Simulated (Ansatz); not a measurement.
Geometry optimisation, Ansatz 0.2.0, RKS PBE0-D4/def2-mTZVP.

input.yaml

```yaml
crystal:
  periodic: [false, false, false]
  atoms:
    - { symbol: B, position_ang: [-0.199292, 0.527908, -0.522572] }
    - { symbol: "N", position_ang: [-0.078084, -0.007461, 2.165604] }
    - { symbol: H, position_ang: [-0.808684, -0.217899, 2.834922] }
    - { symbol: H, position_ang: [0.806047, -0.289109, 2.573828] }
    - { symbol: Cl, position_ang: [1.473942, 0.110226, -0.841447] }
    - { symbol: Cl, position_ang: [-1.501555, -0.533037, -1.059309] }
    - { symbol: O, position_ang: [-0.474189, 1.777966, -0.014303] }
    - { symbol: H, position_ang: [-1.425097, 1.931347, 0.045319] }
    - { symbol: H, position_ang: [-0.051388, 1.017059, 2.026758] }
basis:
  gaussian: { orbitals: def2-mTZVP }
hamiltonian:
  xc: pbe0
  dispersion: d4
relax:
  f_tol: 0.03
  max_steps: 50
```

Command:

```bash
$ ansatz run input.yaml --threads 4 --pin off --max-ram 5120MiB --backend cpu --events-out ev --progress --plain --runs-dir out
```

Task: Where does it end, and by what steps?

Result: The forces met the threshold. After 14 steps the energy has fallen by 0.908 eV; H4 moved furthest, 0.88 Å. Joined: B1–N2 (2.74 → 1.61 Å).

```json
{"step": "0", "energy less start (eV)": "0.0000", "largest force component (eV/Å)": "0.876", "accepted": "yes"}
{"step": "1", "energy less start (eV)": "-0.0584", "largest force component (eV/Å)": "1.037", "accepted": "yes"}
{"step": "2", "energy less start (eV)": "-0.0929", "largest force component (eV/Å)": "1.736", "accepted": "yes"}
{"step": "3", "energy less start (eV)": "-0.2038", "largest force component (eV/Å)": "1.540", "accepted": "yes"}
{"step": "4", "energy less start (eV)": "-0.4800", "largest force component (eV/Å)": "1.342", "accepted": "yes"}
{"step": "5", "energy less start (eV)": "-0.7324", "largest force component (eV/Å)": "0.881", "accepted": "yes"}
{"step": "6", "energy less start (eV)": "-0.7628", "largest force component (eV/Å)": "1.018", "accepted": "yes"}
{"step": "7", "energy less start (eV)": "-0.8114", "largest force component (eV/Å)": "0.719", "accepted": "yes"}
{"step": "8", "energy less start (eV)": "-0.8369", "largest force component (eV/Å)": "1.440", "accepted": "yes"}
{"step": "9", "energy less start (eV)": "-0.4672", "largest force component (eV/Å)": "3.292", "accepted": "no"}
{"step": "10", "energy less start (eV)": "-0.8780", "largest force component (eV/Å)": "0.186", "accepted": "yes"}
{"step": "11", "energy less start (eV)": "-0.8902", "largest force component (eV/Å)": "0.259", "accepted": "yes"}
{"step": "12", "energy less start (eV)": "-0.9032", "largest force component (eV/Å)": "0.086", "accepted": "yes"}
{"step": "13", "energy less start (eV)": "-0.9051", "largest force component (eV/Å)": "0.131", "accepted": "yes"}
{"step": "14", "energy less start (eV)": "-0.9082", "largest force component (eV/Å)": "0.025", "accepted": "yes"}
```

```xyz
9
Properties=species:S:1:pos:R:3
B -0.287 0.501 0.246
N -0.035 0.170 1.801
H -0.925 0.134 2.294
H 0.436 -0.725 1.907
Cl 1.415 0.476 -0.525
Cl -1.318 -0.924 -0.385
O -0.924 1.742 0.266
H -1.165 2.045 -0.614
H 0.545 0.897 2.218
```

Whether the end is a true minimum wasn't checked by a vibrational analysis.

Run time: 30 s on 4 threads of Arm Neoverse V1, on a shared host, peak memory 0.27 GiB.
